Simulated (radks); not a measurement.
Species: Nd XL. Configuration: [Ar] 3d1 4p2 (not the ground configuration).

Method: scalar-relativistic Kohn-Sham, PBE, spin-polarised, spherical densities, point nucleus; open shells are filled with parallel spins first (spin-orbit coupling, left out, can overturn this in heavy ions); computed with a radial shooting solver on a logarithmic mesh with Libxc functionals.

Energy parts (hartree):
total: -8343.4241
kinetic: 8957.1014
electron-nucleus: -18479.1555
Hartree: 1323.2898
exchange-correlation: -144.6598

Orbitals (lengths in bohr, moments of r in powers of bohr):
\begin{tabular}{lrrr}
orbital & occ. & eigenvalue (hartree) & <r^2> \\ \hline
1s up & 1 & -1676.791 & 0.0007599 \\
1s down & 1 & -1676.722 & 0.0007598 \\
2s up & 1 & -338.0722 & 0.01182 \\
2s down & 1 & -337.8543 & 0.01181 \\
2p up & 3 & -311.2202 & 0.009426 \\
2p down & 3 & -311.0245 & 0.009416 \\
3s up & 1 & -124.1392 & 0.07002 \\
3s down & 1 & -123.8538 & 0.07001 \\
3p up & 3 & -115.8135 & 0.06776 \\
3p down & 3 & -115.5096 & 0.06777 \\
3d up & 1 & -106.1629 & 0.05336 \\
3d down & 0 & -105.8110 & 0.05340 \\
4s up & 0 & -62.83650 & 0.2559 \\
4s down & 0 & -62.32060 & 0.2555 \\
4p up & 2 & -59.48796 & 0.2605 \\
4p down & 0 & -58.96950 & 0.2601 \\
4d up & 0 & -55.54085 & 0.2457 \\
4d down & 0 & -55.04446 & 0.2448 \\
\end{tabular}

The highest occupied level is 4p up at -1618.7 eV. The configuration is held as typed, so some empty levels lie below it. The density falls to 0.001 e/bohr^3 at r = 1.09 bohr. Summed over all electrons, <r^2> = 1.203 bohr^2, which gives a Langevin (diamagnetic) susceptibility term of -0.953 x 10^-6 cm^3/mol. Spin moment in Bohr magnetons: 3.
